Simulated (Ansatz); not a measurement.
Ansatz (a program for electronic structure) input (SVWN5/def2-TZVPD):

Ansatz 0.2 input:
```yaml
crystal:
  periodic: [false, false, false]
  atoms:
    - {symbol: C, position_ang: [0.01204274, 1.61571426, 0.99947096]}
    - {symbol: N, position_ang: [-0.28208269, 0.44702555, 0.32714344]}
    - {symbol: Ge, position_ang: [1.10955477, -0.58234019, -0.34591596]}
    - {symbol: C, position_ang: [-1.60792567, -0.13096400, 0.51986579]}
    - {symbol: C, position_ang: [-2.69340091, 0.62247227, -0.24427658]}
    - {symbol: H, position_ang: [-0.78609646, 2.13794790, 1.50530634]}
    - {symbol: H, position_ang: [0.92229267, 2.14096777, 0.75220701]}
    - {symbol: H, position_ang: [2.09213825, 0.38282286, -1.02651803]}
    - {symbol: H, position_ang: [0.47989716, -1.56316276, -1.34677533]}
    - {symbol: H, position_ang: [1.83486386, -1.35416606, 0.77853401]}
    - {symbol: H, position_ang: [-1.84737973, -0.14705469, 1.59055848]}
    - {symbol: H, position_ang: [-1.58959439, -1.17074826, 0.18751457]}
    - {symbol: H, position_ang: [-2.73584072, 1.66697419, 0.06592405]}
    - {symbol: H, position_ang: [-2.49439301, 0.59660748, -1.31685756]}
    - {symbol: H, position_ang: [-3.67135830, 0.17218351, -0.06094796]}
basis:
  gaussian:
    orbitals: def2-TZVPD
hamiltonian:
  xc: {name: SVWN5}
magnetization: {spin_polarized: true, initial_magnetization: 1}
output: {forces: true}
```

End of the output:

```
integrals: 0.29 GiB planned
1584 factors; their error is unknown
0.23 GiB of the device are held for the grids
1.98 GiB of device memory are held for the factors and their scratch space
mean field: 2.14 GiB planned
mean field evaluation 1: about -61135.9892 eV, gradient 6.3e1 eV
mean field evaluation 2: about -61050.4772 eV, gradient 1.4e2 eV
mean field evaluation 4: about -61152.2525 eV, gradient 1.8e1 eV
mean field evaluation 8: about -61153.5553 eV, gradient 1.6e-1 eV
mean field evaluation 16: about -61153.5073 eV, gradient 3.6e-4 eV
mean field -61153.50726605 eV, -2247.3499406913 hartree, gradient 2.4e-5 eV, S^2 0.751744; 0 other end points of the search recorded, 0 dependent functions left out
the calculation of the forces begins
reference -61153.50732293 eV, -2247.3499427815 hartree; 34, 33 occupied and 258, 259 virtual orbitals, 1584 factors
Total energy: -61153.50732293 eV, -2247.3499427815 hartree
Atom 0 at     0.012043     1.615714     0.999471 Å, force    -0.179505    -0.947172    -0.522661 eV/Å
Atom 1 at    -0.282083     0.447026     0.327143 Å, force    -0.134809     0.195826     0.275285 eV/Å
Atom 2 at     1.109555    -0.582340    -0.345916 Å, force    -0.293627     0.172933     0.148398 eV/Å
Atom 3 at    -1.607926    -0.130964     0.519866 Å, force     0.260304     0.705577    -0.552203 eV/Å
Atom 4 at    -2.693401     0.622472    -0.244277 Å, force     0.556772    -0.359591     0.366278 eV/Å
Atom 5 at    -0.786096     2.137948     1.505306 Å, force    -0.360331     0.153893     0.214794 eV/Å
Atom 6 at     0.922293     2.140968     0.752207 Å, force     0.381365     0.161995    -0.089037 eV/Å
Atom 7 at     2.092138     0.382823    -1.026518 Å, force    -0.007330     0.051791     0.002304 eV/Å
Atom 8 at     0.479897    -1.563163    -1.346775 Å, force    -0.053091     0.004223    -0.009882 eV/Å
Atom 9 at     1.834864    -1.354166     0.778534 Å, force     0.016169     0.002623     0.054778 eV/Å
Atom 10 at    -1.847380    -0.147055     1.590558 Å, force    -0.048588     0.027896     0.382482 eV/Å
Atom 11 at    -1.589594    -1.170748     0.187515 Å, force     0.047697    -0.368147    -0.136678 eV/Å
Atom 12 at    -2.735841     1.666974     0.065924 Å, force     0.019338     0.345822     0.125234 eV/Å
Atom 13 at    -2.494393     0.596607    -1.316858 Å, force     0.070871    -0.014058    -0.323833 eV/Å
Atom 14 at    -3.671358     0.172184    -0.060948 Å, force    -0.275234    -0.133611     0.064740 eV/Å
Dipole moment:    -0.122624    -0.190529    -0.141244 e Å
```

It need not be the lowest isomer of its formula.
